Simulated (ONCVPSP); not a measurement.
Which change was made? (Te, ONCV)

ONCVPSP 4.0.1 input, shortened (lines: element, Z, core and valence counts, functional; n l f; lmax; l rc ep ncon nbas qcut; lloc lpopt rc5 dvloc0; l nproj debl; icmod fcfact rcfact), PBEsol, scalar-relativistic:

```
  Te 52.00    9    2  -116133      upf
    1    0    2.00
    2    0    2.00
    2    1    6.00
    3    0    2.00
    3    1    6.00
    3    2   10.00
    4    0    2.00
    4    1    6.00
    4    2   10.00
    5    0    2.00
    5    1    3.00
    1
    0    1.65    0.00    5   10    4.30
    1    2.10    0.00    4    9    4.60
    4    5    1.50    2.00
    0    2    0.80
    1    3    2.80
    3    3.00    1.60
```

In the s channel the program set the typed energies aside and used -0.864, 0.250 Ha.

Cutoffs, loose and tight: the cutoffs (Ha) at which the residual kinetic energy of the hardest occupied pseudo-wave falls to 1 and 0.1 mHa per electron. They do not see the model core or the augmentation charge, which bear on the density cutoff. Test errors are all-electron minus pseudo excitation energies from the reference, over the configurations 5s2 5p4; 5s2 5p2; 5s2 5p1; 5s0 5p6; variants that change the core or the reference have their own tests.

The base gives: outcome: generated, projector energies reset by the program; cutoff, loose: 51 Ha; cutoff, tight: 106 Ha; bound ghosts: s; GHOST(+) flags above zero: s, p; largest test error (meV): -253.

After one change the result is: outcome: generated, projector energies reset by the program; cutoff, loose: 51 Ha; cutoff, tight: 106 Ha; bound ghosts: s; GHOST(+) flags above zero: s, p; largest test error (meV): -48. Which change was it?
A. core correction Teter function, fcfact 3, rcfact 1.16
B. core correction polynomial model core, fcfact 0.3
C. reference 5s1.75 5p4.25

A. The others give: core correction polynomial model core, fcfact 0.3 → outcome: generated, projector energies reset by the program; cutoff, loose: 51 Ha; cutoff, tight: 106 Ha; bound ghosts: s; GHOST(+) flags above zero: s, p; largest test error (meV): -69 | reference 5s1.75 5p4.25 → outcome: generated; cutoff, loose: 44 Ha; cutoff, tight: 105 Ha; bound ghosts: s; GHOST(+) flags above zero: s, p; largest test error (meV): -109.
